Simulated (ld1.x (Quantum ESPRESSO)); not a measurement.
u(r) = r·R(r): atom against pseudo-atom (P)

Columns: radius, all-electron u(r) and pseudo u(r) of the 3s shell (level -18.28 eV) of phosphorus in the configuration [Ne] 3s2 3p2.5; BLYP, scalar-relativistic, PAW scheme, ld1.x (Quantum ESPRESSO) 7.5.

| r (bohr) | all-electron | pseudo |
| --- | --- | --- |
| 0.085 | 0.1617 | 0.0710 |
| 0.170 | -0.1045 | 0.1415 |
| 0.255 | -0.3126 | 0.2109 |
| 0.340 | -0.3864 | 0.2786 |
| 0.425 | -0.3507 | 0.3442 |
| 0.510 | -0.2457 | 0.4070 |
| 0.595 | -0.1052 | 0.4668 |
| 0.680 | 0.0471 | 0.5228 |
| 0.765 | 0.1961 | 0.5748 |
| 0.850 | 0.3327 | 0.6224 |
| 0.935 | 0.4523 | 0.6651 |
| 1.020 | 0.5529 | 0.7026 |
| 1.105 | 0.6344 | 0.7347 |
| 1.190 | 0.6979 | 0.7611 |
| 1.275 | 0.7450 | 0.7816 |
| 1.360 | 0.7771 | 0.7961 |
| 1.445 | 0.7962 | 0.8044 |
| 1.530 | 0.8038 | 0.8064 |
| 1.615 | 0.8018 | 0.8022 |
| 1.700 | 0.7918 | 0.7919 |
| 1.785 | 0.7755 | 0.7755 |
| 1.870 | 0.7539 | 0.7539 |
| 1.955 | 0.7286 | 0.7286 |
| 2.040 | 0.7003 | 0.7003 |
| 2.125 | 0.6701 | 0.6701 |
| 2.210 | 0.6385 | 0.6385 |

How many radial nodes do the two functions have?

The all-electron 3s function has n − l − 1 = 2; the pseudo-wave has 0, since the states of the same l below it are removed with the core.

At about which radius was the pseudo-wave matched?

1.70 bohr, where the columns begin to agree (steps of 0.09 bohr).

Is the pseudo-wave norm-conserving?

No, it belongs to a PAW set: the norm inside the radius is not constrained, and the difference is carried by the augmentation charge.
